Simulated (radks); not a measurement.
Values are calculated unless marked as measured or tabulated.
The xenon ion Xe4+, 50 electrons, occupied as [Kr] 4d10 5s2 5p2. Level of theory: scalar-relativistic Kohn-Sham, r2SCAN, spin-unpolarised, spherical densities, finite nucleus; meta-GGA in the generalised Kohn-Sham scheme; Fermi nuclear charge, rms radius 4.7859 fm (a radial shooting solver on a logarithmic mesh with Libxc functionals).

X-ray form factor f0, the Fourier transform of the density (f0(0) = 50):

| sin(theta)/lambda (1/angstrom) | f0 (electrons) |
|---|---|
| 0.05 | 49.442 |
| 0.1 | 47.880 |
| 0.15 | 45.600 |
| 0.2 | 42.945 |
| 0.25 | 40.200 |
| 0.3 | 37.546 |
| 0.4 | 32.777 |
| 0.5 | 28.754 |
| 0.6 | 25.413 |
| 0.8 | 20.595 |
| 1 | 17.580 |
| 1.25 | 14.869 |
| 1.5 | 12.468 |
| 2 | 8.530 |
